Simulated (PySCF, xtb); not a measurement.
C₅H₄F₂, SMILES C(#CC(F)F)C=C.

GFN2-xTB (xtb) at its own geometry gives an orbital gap of 4.16 eV and a dipole moment of 3.68 D.

Geometry: PBE0-D3(BJ)/def2-SVP. The structure was generated by enumeration, and PubChem lists no compound with its InChIKey, so it may never have been made.

Q: What does PBE0/def2-TZVP run with PySCF give? (The exact figures need the calculation; the answer reports its results.)

A: gap 6.05 eV (levels -7.59 and -1.54 eV), dipole 2.83 D.
